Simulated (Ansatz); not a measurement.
Cost and result up the ladder for the cluster Cu2Pd (the lowest singlet isomer of a short search) (3 atoms). Charge 0, multiplicity 1. Geometry: PBE0-D4/def2-TZVP.

```tsv
atom	x (Å)	y (Å)	z (Å)
Pd1	-1.186	0.570	0.525
Cu2	0.660	0.596	-1.068
Cu3	0.526	-1.167	0.542
```

Ansatz on 4 threads of Intel Xeon on a shared host. Times are rough, and most runs start from the orbitals of an earlier one. ωB97X-V/def2-TZVP serves as the yardstick here, not as an exact answer. Differences are given only for rows in sets of like size (and for xTB, whose basis is part of the method), since another set adds its own error. Binding counts from free atoms at the same level (Pd singlet, Cu doublet; other spins of the atoms weren't run), without zero-point energy or a counterpoise term.

In the def2 sets Pd takes a core potential; there is no spin–orbit coupling. HSE06 is defined as in plane-wave codes, on full-range PBE exchange. Correlated methods freeze 18 core orbitals; core or outer-core shells of Pd are correlated, in sets that lack core-valence functions. The structure comes from a short search, and lower isomers may exist.

Correlated methods converge slowly with the basis.

```json
{"level": "LDA (SPW92)/def2-TZVP", "functions": "130", "wall time": "0.85 s", "binding energy per atom (eV)": "1.83", "difference from ωB97X-V/def2-TZVP (eV)": "0.67", "remarks": "–"}
{"level": "PBE-D4/def2-TZVP", "functions": "130", "wall time": "1.1 s", "binding energy per atom (eV)": "1.50", "difference from ωB97X-V/def2-TZVP (eV)": "0.34", "remarks": "–"}
{"level": "PBE-D4/def2-TZVPD", "functions": "136", "wall time": "1.4 s", "binding energy per atom (eV)": "1.51", "difference from ωB97X-V/def2-TZVP (eV)": "0.35", "remarks": "–"}
{"level": "BLYP-D4/def2-TZVP", "functions": "130", "wall time": "1.4 s", "binding energy per atom (eV)": "1.40", "difference from ωB97X-V/def2-TZVP (eV)": "0.24", "remarks": "–"}
{"level": "PBE0-D4/def2-SVP", "functions": "93", "wall time": "1.7 s", "binding energy per atom (eV)": "1.42", "difference from ωB97X-V/def2-TZVP (eV)": "–", "remarks": "–"}
{"level": "r2SCAN-D4/def2-TZVP", "functions": "130", "wall time": "2 s", "binding energy per atom (eV)": "1.51", "difference from ωB97X-V/def2-TZVP (eV)": "0.35", "remarks": "–"}
{"level": "MP2/def2-TZVP", "functions": "130", "wall time": "2.1 s", "binding energy per atom (eV)": "1.21", "difference from ωB97X-V/def2-TZVP (eV)": "0.05", "remarks": "test for broken spin undecided"}
{"level": "HSE06-D4/def2-TZVP", "functions": "130", "wall time": "2.3 s", "binding energy per atom (eV)": "1.25", "difference from ωB97X-V/def2-TZVP (eV)": "0.09", "remarks": "–"}
{"level": "PBE0-D4/def2-TZVP (with forces)", "functions": "130", "wall time": "2.5 s", "binding energy per atom (eV)": "1.24", "difference from ωB97X-V/def2-TZVP (eV)": "0.08", "remarks": "–"}
{"level": "CAM-B3LYP-D4/def2-TZVP", "functions": "130", "wall time": "2.7 s", "binding energy per atom (eV)": "1.17", "difference from ωB97X-V/def2-TZVP (eV)": "0.01", "remarks": "–"}
{"level": "r2SCAN-D4/def2-TZVPD", "functions": "136", "wall time": "2.7 s", "binding energy per atom (eV)": "1.52", "difference from ωB97X-V/def2-TZVP (eV)": "0.36", "remarks": "–"}
{"level": "RPA@PBE/def2-TZVP", "functions": "130", "wall time": "2.8 s", "binding energy per atom (eV)": "1.06", "difference from ωB97X-V/def2-TZVP (eV)": "-0.09", "remarks": "–"}
{"level": "ωB97X-V/def2-TZVP", "functions": "130", "wall time": "4.7 s", "binding energy per atom (eV)": "1.16", "difference from ωB97X-V/def2-TZVP (eV)": "0.00", "remarks": "–"}
{"level": "CCSD(T)/def2-TZVPP", "functions": "184", "wall time": "15 s", "binding energy per atom (eV)": "1.23", "difference from ωB97X-V/def2-TZVP (eV)": "0.07", "remarks": "test for broken spin undecided"}
```
